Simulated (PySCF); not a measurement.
An equivalent PySCF input for Rb (rubidium, neutral), [Kr] 5s1, 2S determinant, with scalar relativity by spin-free X2C-1e:

```python
from pyscf import gto, scf, dft, mp, cc
import basis_set_exchange as bse
mol = gto.M(atom="Rb 0 0 0", charge=0, spin=1, symmetry="D2h",
            basis=gto.basis.parse(bse.get_basis("aug-cc-pVTZ-X2C", elements=["Rb"], fmt="nwchem")),
            nucmod="G")
mf = dft.UKS(mol, xc="PW91,PW91").sfx2c1e()
mf.irrep_nelec = {'Ag': (7, 6), 'B1g': (1, 1), 'B2g': (1, 1), 'B3g': (1, 1), 'B1u': (3, 3), 'B2u': (3, 3), 'B3u': (3, 3)}
mf.kernel()
```

It reaches the same state as the run whose output follows, with an energy that differs only through the grid. The run itself started from symmetry-adapted Hartree-Fock orbitals and held the occupation by maximum overlap, on a logarithmic radial grid, so the iterations belong to that start.

```
SCF conv_tol = 1e-09
number electrons alpha = 19  beta = 18
XC functionals = PW91,PW91
    J. P. Perdew. In P. Ziesche and H. Eschrig, editors, Proceedings of the 75. WE-Heraeus-Seminar and 21st Annual International Symposium on Electronic Structure of Solids, 11. Berlin, 1991. Akademie Verlag.
    J. P. Perdew, J. A. Chevary, S. H. Vosko, K. A. Jackson, M. R. Pederson, D. J. Singh, and C. Fiolhais.,  Phys. Rev. B 46, 6671 (1992)
    J. P. Perdew, J. A. Chevary, S. H. Vosko, K. A. Jackson, M. R. Pederson, D. J. Singh, and C. Fiolhais.,  Phys. Rev. B 48, 4978 (1993)
    J. P. Perdew. In P. Ziesche and H. Eschrig, editors, Proceedings of the 75. WE-Heraeus-Seminar and 21st Annual International Symposium on Electronic Structure of Solids, 11. Berlin, 1991. Akademie Verlag.
    J. P. Perdew, J. A. Chevary, S. H. Vosko, K. A. Jackson, M. R. Pederson, D. J. Singh, and C. Fiolhais.,  Phys. Rev. B 46, 6671 (1992)
    J. P. Perdew, J. A. Chevary, S. H. Vosko, K. A. Jackson, M. R. Pederson, D. J. Singh, and C. Fiolhais.,  Phys. Rev. B 48, 4978 (1993)
cycle= 1 E= -2981.22359656391  delta_E= -0.00398  |g|= 0.00818  |ddm|= 1.24
cycle= 2 E= -2981.22363691158  delta_E= -4.03e-05  |g|= 0.0021  |ddm|= 0.0834
cycle= 3 E= -2981.2236412319  delta_E= -4.32e-06  |g|= 0.000596  |ddm|= 0.0407
cycle= 4 E= -2981.22364148389  delta_E= -2.52e-07  |g|= 8.76e-06  |ddm|= 0.00725
cycle= 5 E= -2981.22364148416  delta_E= -2.76e-10  |g|= 5.13e-07  |ddm|= 0.000271
converged SCF energy = -2981.22364148416  <S^2> = 0.75007264  2S+1 = 2.0000726
```
